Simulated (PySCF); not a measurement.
Ga(Cl)2(Me) (CH₃Cl₂Ga), SMILES [CH3][Ga]([Cl])[Cl].

Geometry optimised at PBE-D3(BJ)/def2-SVP. The structure was generated by enumeration; whether it is a known compound was not checked.

These are PBE/def2-TZVP in PySCF values and carry that method's errors.

The molecule is in vacuum.

Problem. Estimate the frontier levels, gap, dipole moment and polarisability. (An estimate is asked for; the answer gives what the named calculation found.)

Solution. 
- highest occupied level: -7.47 eV
- lowest empty level: -2.05 eV
- orbital gap: 5.41 eV
- dipole moment: 2.82 D
- quadrupole, principal values (traceless, Buckingham form, about the centre of nuclear charge): -6.54, 2.12, 4.42 D·Å
- mean static polarisability: 65.7 bohr³ (9.73 Å³)
- polarisability, principal values: 46.8, 74.4, 75.8 bohr³
